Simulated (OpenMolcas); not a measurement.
Ag4+ (d7) among equal point charges was computed by CASSCF with the d shell active (OpenMolcas, ANO-RCC-VDZP on the metal). Its lowest spin-free states, and all those of the highest spin:

```
2S+1  Degeneracy  E (cm-1)
   4           1       0.0
   4           2     629.3
   4           2      2071
   4           2      2727
   4           2     16413
   2           2     17629
   2           1     18282
   2           1     18285
   2           2     18880
   2           2     19299
   2           1     19357
   2           2     20901
   4           1     21594
```

Question: Is the site octahedral, tetrahedral or cube-like, axial, or of lower symmetry?

Answer: The states with 2S+1 = 4 have orbital degeneracies 1, 2, 2, 2, 2, 1. There are pairs but no triples, so the site is axial: not cubic, but with a proper or improper axis of order three or more. The run had Ag4+ among 3 point charges of -1 e arranged as a planar triangle (D3h), 2.17 Å from the ion.

Spin-orbit coupling mixes the spin-free states strongly: the lowest level takes only 53 % from its leading state, 4A2. Without dynamic correlation the repulsion within the d shell is too large (B by tens of per cent), so at a given field states of lower spin stand too high. Point charges give a weaker field than real ligands, and real ions of this kind are as a rule low spin; the high spin found here belongs to the model. The ground term spreads over less than 5000 cm-1, several times less than with real ligands, so orbital moments are less quenched and χT lies further from the spin-only value than at real sites. This is an electrostatic model: the charges have no orbitals. An unlabelled pair can be two single states that coincide in this model. No measured value stands beside these numbers.
